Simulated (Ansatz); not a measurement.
Reaction (substitution at a C–Si bond): `C[Si](C)(O)O` + `[NH2][AlH][OH]` → `C[NH][AlH][OH]` + `C[SiH](O)O`

Program: Ansatz. Geometries: PBE0-D4/def2-TZVP. ΔE: electronic, gas phase. CCSD(T)/CBS adds triple-zeta CCSD(T) − MP2 to the extrapolated MP2 energy (def2 sets, frozen cores). This one scheme is used for every species. Functionals use def2-TZVPP. One conformer a species, not always the lowest.

Problem. Is it downhill or uphill in electronic energy at CCSD(T)/CBS, and by how much? (Estimate.)

Solution. The calculation gave: Uphill: ΔE = +91.5 kJ/mol.

Problem. What do these levels give: BLYP-D4, BHLYP-D4, CAM-B3LYP-D4, B2PLYP, revPBE, r2SCAN, r2SCANh, r2SCAN0, CAM-B3LYP, LC-ωPBE, CCSD(T)/def2-SVP, MP2/def2-QZVPP? (Estimate.)

Solution. Computed: BLYP-D4 84.3, BHLYP-D4 87.8, CAM-B3LYP-D4 86.9, B2PLYP 86.6, revPBE 83.9, r2SCAN 93.1, r2SCANh 93.3, r2SCAN0 93.4, CAM-B3LYP 85.1, LC-ωPBE 90.3, CCSD(T)/def2-SVP 67.7, MP2/def2-QZVPP 93.9 kJ/mol.

Largest T1 diagnostic among the species: 0.011.

At CCSD(T), def2-SVP lies −23.8 kJ/mol from the extrapolated value and def2-TZVPP −3.1 kJ/mol. In def2-TZVPP, CCSD(T) changes the Hartree–Fock value by +7.1 kJ/mol (the triples alone add +0.4 kJ/mol) and MP2 by +10.8 kJ/mol. The D4 term adds +3.0 kJ/mol with B3LYP and +1.7 kJ/mol with PBE0; it sums over pairs of atoms, weighted by their polarisabilities, and B3LYP, whose exchange is more repulsive, gets the larger term.

B3LYP here is the variant with VWN-RPA as its local correlation; programs differ in this.
